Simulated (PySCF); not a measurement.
**Ar (argon, neutral) across methods**

[Ar], closed-shell 1S. Computed with PySCF 2.14 in aug-cc-pVTZ-DK (6s5p3d2f, 50 functions), with the spin-free X2C one-electron Hamiltonian (Gaussian nucleus).

```tsv
method	E (hartree)	mean ε 2p (eV)	mean ε 3s (eV)	mean ε 3p (eV)	Σ⟨r²⟩ (bohr²)	⟨S²⟩
BHandHLYP	-529.3685	-245.89	-30.038	-13.537	26.06	0.000
r2SCAN	-529.3278	-233.33	-25.417	-10.725	25.96	0.000
LDA	-527.7325	-230.06	-24.284	-10.400	26.28	0.000
UHF	-528.62164	-260.55	-35.018	-16.073	26.01	0.000
PBE	-529.1619	-230.08	-24.297	-10.277	26.19	0.000
MN15	-529.4909	-235.45	-27.395	-12.833	25.83	0.000
M06-2X	-529.3664	-245.69	-29.557	-13.558	26.05	0.000
PBE0	-529.2018	-237.93	-27.241	-11.971	26.01	0.000
wB97X	-529.3688	-238.85	-29.986	-14.540	25.99	0.000
```
